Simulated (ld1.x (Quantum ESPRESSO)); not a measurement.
# Before and after: PAW potential for phosphorus (P)

P, PAW, made with ld1.x (Quantum ESPRESSO) 7.5 (PBE, non-relativistic). Core [Ne], reference 3s2 3p3. Waves: 3s (bound): rcut 1.25, rcutus 1.40 bohr; 3s channel at 2 Ry: rcut 1.25, rcutus 1.40 bohr; 3p (bound): rcut 1.45, rcutus 1.70 bohr; 3p channel at 1.7 Ry: rcut 1.45, rcutus 1.70 bohr. Local part: all-electron potential smoothed inside 1.25 bohr (lloc = -1). Core correction: Bessel-smoothed model core inside 1.25 bohr. Augmentation charge: PSQ, inside the norm-conserving radii.

Change: wave 3p channel at 1.7 Ry: rcut 1.45, rcutus 1.70 bohr becomes 3p channel at 7.03 Ry: rcut 1.45, rcutus 1.70 bohr.

Cutoffs: the cutoffs (Ry, on a coarse ladder) from which the occupation-weighted sum of valence levels, in a spherical-Bessel basis at the reference potential, stays within 10 and 1 mRy of its value at 400 Ry; they do not see the model core or the augmentation charge, which bear on the density cutoff. Errors are all-electron minus pseudo energies relative to the spin-unpolarised reference configuration.

Problem. What does the change do?

Solution. The potential gets neither clearly harder nor softer (18 Ry and 25 Ry → 18 Ry and 25 Ry); of the 7 tests that both files solve, the error grows in 0 and shrinks in 3 by more than 15 % and 0.3 meV (median size 1.1 → 0.7 meV); neither file shows a bound ghost.

```csv
quantity,base,changed
"cutoff, loose",18 Ry,18 Ry
"cutoff, tight",25 Ry,25 Ry
bound ghosts,none,none
"error for 3s2 3p2, meV [ΔE 9.74 eV]",-0.6,-0.2
"error for 3s2 3p1, meV [ΔE 28.90 eV]",-6.8,-5.3
"error for 3s2 3p0, meV [ΔE 58.65 eV]",-35,-35
"error for 3s0 3p5, meV [ΔE 17.02 eV]",-1.1,-1.0
"error for 3s1 3p4, meV [ΔE 8.45 eV]",-0.3,-0.3
"error for 3s1 3p3, meV [ΔE 18.77 eV]",-1.6,-0.7
"error for 3s2 3p3.3, meV [ΔE -1.31 eV]",0.0,0.0
s: phases at 1.84 bohr within 0.05 rad from the reference energy up to (Ry; the scan ends near 5),to the end of the scan,to the end of the scan
p: phases at 1.84 bohr within 0.05 rad from the reference energy up to (Ry; the scan ends near 5),to the end of the scan,to the end of the scan
lowest overlap eigenvalue by channel,"s 0.50, p 0.76","s 0.50, p 0.73"
```
